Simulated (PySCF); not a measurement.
This PySCF input asks for the NMR shieldings of SMILES CO[SiH2]OCC1CC1, C5H12O2Si; the geometry comes from GFN2-xTB.

```python
import basis_set_exchange as bse
import numpy as np
from pyscf import gto, dft
from pyscf.prop import nmr

atoms = """
C     4.028367    0.398511    0.003726
O     2.678547    0.637408   -0.219486
Si    1.568835   -0.476133   -0.574485
O     0.287206    0.480948   -0.744860
C    -1.013336    0.082720   -1.053816
C    -1.787402   -0.316535    0.179333
C    -2.532121    0.721913    0.962258
C    -3.285624   -0.290697    0.156443
H     4.532559    0.129709   -0.928435
H     4.173828   -0.415035    0.718583
H     4.475627    1.309795    0.402404
H     1.868186   -1.199107   -1.817855
H     1.439401   -1.463432    0.504925
H    -0.987529   -0.757575   -1.760300
H    -1.502591    0.932381   -1.542775
H    -1.304368   -1.110808    0.733672
H    -2.550955    0.642234    2.038045
H    -2.503592    1.738780    0.602823
H    -3.818963   -1.070895    0.677398
H    -3.771222    0.036497   -0.750331
"""
names = dict.fromkeys(["C", "O", "Si", "H"], "pcSseg-1")
basis = {el: gto.basis.parse(bse.get_basis(n, elements=[el], fmt="nwchem")) for el, n in names.items()}
mol = gto.M(atom=atoms, basis=basis, charge=0, verbose=0)
mf = dft.RKS(mol, xc="PBE0")
mf.grids.level = 2
mf.grids.alignment = dft.numint.BLKSIZE   # the property module wants whole blocks of grid points
mf.conv_tol = 1e-9
mf.kernel()

calc = nmr.RKS(mf)   # GIAO
C = mf.mo_coeff
Co = C[:, mf.mo_occ > 0]
resp = mf.gen_response(singlet=True, hermi=2)
def vind(x):   # induced exchange potential for any number of trial vectors
    d = np.einsum("pi,xij,qj->xpq", C, 2 * x.reshape(-1, C.shape[1], Co.shape[1]), Co, optimize=True)
    return np.einsum("xpq,pi,qj->xij", resp(d - d.transpose(0, 2, 1)), C, Co, optimize=True).ravel()
mo1, _ = nmr.rhf.solve_mo1(calc, with_cphf=vind)
sigma = calc.kernel(mo1)
for i, s in enumerate(sigma):   # ppm
    w = np.linalg.eigvalsh((s + s.T) / 2)
    print("%2d %-2s iso %8.1f  s11 %8.1f  s22 %8.1f  s33 %8.1f" % (i, mol.atom_pure_symbol(i), w.mean(), *w))
```

Q: What are the results?

A: 
```
 0 C  iso    136.9  s11    109.8  s22    115.3  s33    185.8
 1 O  iso    331.0  s11    299.1  s22    328.2  s33    365.7
 2 Si iso    381.1  s11    346.3  s22    356.4  s33    440.6
 3 O  iso    298.4  s11    281.6  s22    293.6  s33    320.0
 4 C  iso    117.1  s11     83.9  s22    117.6  s33    149.8
 5 C  iso    170.6  s11    136.5  s22    161.5  s33    213.8
 6 C  iso    179.3  s11    146.9  s22    176.1  s33    214.9
 7 C  iso    185.0  s11    160.0  s22    179.2  s33    215.6
 8 H  iso     27.9  s11     23.6  s22     25.7  s33     34.6
 9 H  iso     28.0  s11     23.7  s22     25.9  s33     34.5
10 H  iso     27.7  s11     23.3  s22     25.5  s33     34.3
11 H  iso     26.9  s11     23.7  s22     25.1  s33     31.8
12 H  iso     26.7  s11     23.3  s22     26.2  s33     30.7
13 H  iso     27.2  s11     21.3  s22     29.2  s33     31.2
14 H  iso     28.8  s11     23.0  s22     30.6  s33     32.8
15 H  iso     30.7  s11     23.7  s22     29.7  s33     38.7
16 H  iso     31.1  s11     25.7  s22     26.5  s33     41.0
17 H  iso     31.4  s11     26.4  s22     27.9  s33     39.9
18 H  iso     31.3  s11     25.5  s22     26.9  s33     41.6
19 H  iso     31.7  s11     25.8  s22     28.8  s33     40.6
```

These numbers come from an equivalent density-fitted implementation of the same equations, which agrees with the script to about 0.01 ppm for H and up to a few tenths of a ppm for heavy atoms, so last digits may differ.

Q: Turn these shieldings into chemical shifts. Chemical shifts δ = σref − σ; $^{13}$C (σref 186.93) and $^{29}$Si (σref 349.16) and $^{1}$H (σref 31.72) vs TMS; H2O for $^{17}$O (σref 336.08), all at this level.

A: Averaging equivalent atoms: C 4: 69.8; C 0: 50.0; C 5: 16.3; C 6/7: 4.8; O 3: 37.7; O 1: 5.1; Si 2: -32.0; H 11/12: 4.92; H 8/9/10: 3.82; H 13/14: 3.69; H 15: 0.99; H 16/18: 0.52; H 17/19: 0.16 ppm. Experimental scales use liquid or dissolved standards, which lie at an offset from isolated H2O (liquid H2O: subtract about 36 ppm).

Size and cost of the density-fitted run: 203 basis functions, 68 s wall time on 1 thread of an Intel Xeon, shared host; peak memory 0.92 GiB.
